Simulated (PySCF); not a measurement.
## Potential energy of SrF⁺ along the bond

Set-up: basis Sr def2-SVP with ECP28, F def2-SVP; scalar-relativistic core potentials; PySCF 2.14. Energies in eV from Sr⁺ + F in their ground configurations at the same level. All curves are PBE0. state 1: ¹Σ⁺ (singlet), closed shell; state 2: ³Π (triplet), unpaired electrons σ ↑, π ↑, a second solution, started from another occupation.

```tsv
R (Å)	state 1	state 2
1.751	-4.281	4.5470
1.832	-4.994	3.1380
1.914	-5.383	2.1177
1.975	-5.519	1.5456
2.036	-5.554	1.1017
2.097	-5.512	0.7590
2.179	-5.369	0.4230
2.280	-5.094	0.1433
2.402	-4.680	-0.0557
2.565	-4.066	-0.1843
```

Problem. Put a parabola through the three lowest points of the state 1 curve and estimate Re, k and ωe (reduced mass 15.62 u; 1 eV/Å² = 0.16022 mdyn/Å; ωe = 1302.8·√(k/μ) cm⁻¹).

Solution. Through R = 1.975, 2.036, 2.097 Å the second-order coefficient is 10.3 eV/Å², so Re ≈ 2.033 Å, k ≈ 3.32 mdyn/Å and ωe ≈ 600 cm⁻¹. A polynomial fit of higher order to the unrounded PBE0 energies gives Re = 2.031 Å, k = 3.36 mdyn/Å, ωe = 604 cm⁻¹; anharmonicity and rounding make the difference.

The higher-order fit for each curve: state 1: Re = 2.031 Å, ωe = 604 cm⁻¹, De = 5.55 eV. State 2 gave no clean fit.

For an ion De counts to the pair picked by the measured ionisation energies or electron affinities, which need not be the lowest pair at this level. Counting both spins, an empty level lies below a filled one in some of these solutions, because spin and occupation are held.
